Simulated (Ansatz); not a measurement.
Consider the formal exchange of groups at a B–B bond: `BB` + `F[SiH](F)F` → `B[Si](F)(F)F` + BH₃.

Isolated molecules relaxed with PBE0-D4/def2-TZVP in Ansatz; ΔE leaves out vibrations. CCSD(T)/CBS is the MP2 limit (def2-TZVPP, def2-QZVPP) plus CCSD(T) − MP2 in def2-TZVPP, frozen cores. This one scheme is used for every species. DFT in def2-TZVPP.

CCSD(T)/CBS gives +0.29 eV.

Question: Another level gave +0.40 eV. Which?
A. CCSD/def2-TZVPP
B. PBE-QIDH/def2-TZVPP
C. r2SCANh-D4/def2-TZVPP
D. B97M-V/def2-TZVPP

Answer: C. r2SCANh-D4 0.40, PBE-QIDH 0.32, CCSD/def2-TZVPP 0.28, B97M-V 0.45 eV.

Largest T1 diagnostic among the species: 0.012.

The D4 term adds −0.03 eV with B3LYP and −0.02 eV with PBE0; it sums over pairs of atoms, weighted by their polarisabilities, and B3LYP, whose exchange is more repulsive, gets the larger term. From r2SCAN to r2SCAN0 (25 % exact exchange), in def2-TZVPP and without D4, ΔE moves by −0.04 eV.

B3LYP here is the variant with VWN-RPA as its local correlation; programs differ in this.
